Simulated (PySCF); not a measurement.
This script is equivalent to a calculation on Ne²⁺ (neon, charge +2).

```python
from pyscf import gto, scf, dft, mp, cc
import basis_set_exchange as bse
mol = gto.M(atom="Ne 0 0 0", charge=2, spin=2, symmetry="D2h",
            basis=gto.basis.parse(bse.get_basis("aug-cc-pwCVDZ", elements=["Ne"], fmt="nwchem")))
mf = dft.UKS(mol, xc="WB97M_V")
mf.irrep_nelec = {'Ag': (2, 2), 'B1u': (1, 0), 'B2u': (1, 1), 'B3u': (1, 0)}
mf.kernel()
```

(1) What total energy does it give?

(2) Which occupied shell lies highest, and where?

(3) What is ⟨S²⟩, and what would a pure spin state give?

## Answers

(1) -126.603 hartree (calculated).

(2) 2p β, at -58.144 eV.

(3) 2.002, against 2.00.
